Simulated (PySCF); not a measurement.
B(Et)(OH)2 (C₂H₇BO₂), SMILES C(C)B(O)O. Coordinates come from a PBE-D3(BJ)/def2-SVP optimisation. The values are those of a single conformer.

Computed equilibrium geometry at PBE-D3(BJ)/def2-SVP (PySCF confirms it by a frequency run) as a Z-matrix, and its point group (one conformer of several):
point group Cs.
```
C
H 1 1.1153
H 1 1.1153 2 104.15
C 1 1.5324 2 110.26 3 -118.27
H 4 1.1087 1 111.15 2 177.98
H 4 1.1087 5 106.56 1 -121.23
H 4 1.1093 5 107.71 6 -115.35
B 1 1.5874 2 107.98 3 114.61
O 8 1.3704 1 119.55 2 123.97
H 9 0.9757 8 110.55 1 180.00
O 8 1.3815 9 117.21 10 0.00
H 11 0.9723 8 112.13 9 180.00
```
Charge 0, spin multiplicity 1.
